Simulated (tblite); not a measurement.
C4H6OSSi.
Atom-mapped SMILES: `[SiH3:1][O:2][c:3]1[cH:4][cH:5][s:6][cH:7]1` (hydrogens: H8, H9, H10 on Si1; H11 on C4; H12 on C5; H13 on C7)

Computed with GFN2-xTB (tblite), gas phase: L-BFGS steps from a force-field or distance-geometry start until the largest atomic force falls under 0.01 eV/Å.

Step 16: E = -563.3255 eV
```
atom  x, y, z in Å  |  force x, y, z in eV/Å
Si1     2.4094    0.0711    0.0719    0.102   0.175  -0.023
O2      0.9667    0.7412   -0.2711   -0.006  -0.029  -0.083
C3     -0.2497    0.1931   -0.1400   -0.129  -0.112   0.026
C4     -1.4372    0.9723   -0.0898    0.089  -0.039  -0.022
C5     -2.5505    0.2127    0.0432    0.058   0.047  -0.029
S6     -2.1822   -1.4665    0.0985   -0.071   0.056   0.027
C7     -0.5016   -1.1405   -0.0435   -0.138  -0.118   0.003
H8      2.5677   -1.2699   -0.4796    0.032  -0.092  -0.056
H9      2.5196    0.0020    1.5255    0.102  -0.018   0.061
H10     3.2318    1.0424   -0.6222    0.107   0.053   0.061
H11    -1.4137    2.0405   -0.1588   -0.080   0.139   0.019
H12    -3.5639    0.5517    0.1096   -0.044  -0.077  -0.004
H13     0.1994   -1.9496   -0.0615   -0.022   0.015   0.020
```

Step 17: E = -563.3303 eV
```
atom  x, y, z in Å  |  force x, y, z in eV/Å
Si1     2.4154    0.0760    0.0699    0.024   0.107  -0.019
O2      0.9656    0.7290   -0.2718   -0.067  -0.057  -0.077
C3     -0.2528    0.1821   -0.1376   -0.061  -0.042   0.009
C4     -1.4340    0.9732   -0.0895    0.085  -0.030  -0.026
C5     -2.5507    0.2173    0.0412    0.031   0.074  -0.021
S6     -2.1932   -1.4646    0.0992   -0.057   0.054   0.023
C7     -0.5099   -1.1514   -0.0414   -0.089  -0.041   0.000
H8      2.5862   -1.2647   -0.4779    0.037  -0.096  -0.075
H9      2.5247   -0.0011    1.5207    0.113  -0.006   0.117
H10     3.2178    1.0610   -0.6204    0.163   0.094   0.026
H11    -1.4031    2.0454   -0.1585   -0.080  -0.023   0.027
H12    -3.5641    0.5586    0.1062   -0.022  -0.076  -0.005
H13     0.1937   -1.9603   -0.0579   -0.077   0.043   0.021
```

Problem. Estimate the geometry and energy of step 18. (The exact step hangs on the optimiser's Hessian estimate; all steps are aligned on step 17, rigid shifts and turns removed.)

Solution. E = -563.3344 eV, largest force 0.214 eV/Å
```
atom  x, y, z in Å  |  force x, y, z in eV/Å
Si1     2.4211    0.0820    0.0678   -0.035   0.005  -0.007
O2      0.9634    0.7174   -0.2739   -0.059  -0.080  -0.061
C3     -0.2561    0.1720   -0.1354    0.005  -0.005  -0.012
C4     -1.4301    0.9738   -0.0898    0.033  -0.010  -0.021
C5     -2.5505    0.2225    0.0391   -0.001   0.063  -0.010
S6     -2.2039   -1.4619    0.1003   -0.051   0.043   0.018
C7     -0.5187   -1.1616   -0.0397   -0.046   0.068   0.000
H8      2.6024   -1.2618   -0.4778    0.036  -0.040  -0.067
H9      2.5314   -0.0039    1.5187    0.113   0.010   0.111
H10     3.2096    1.0785   -0.6182    0.183   0.111   0.008
H11    -1.3958    2.0493   -0.1577   -0.064  -0.144   0.028
H12    -3.5647    0.5628    0.1032   -0.007  -0.055  -0.007
H13     0.1875   -1.9685   -0.0545   -0.106   0.034   0.021
```

The energy changes by -0.0041 eV. The first-order estimate −F·Δx gives -0.0056 eV and the mean of the old and new forces, exact on a quadratic surface, -0.0041 eV. The step makes an angle of 70° with the force vector and moves no atom by more than 0.019 Å.

What follows is the cost of the whole relaxation. The run took 0.95 s wall on one thread, Arm Neoverse N1 (aarch64), no GPU, shared host.
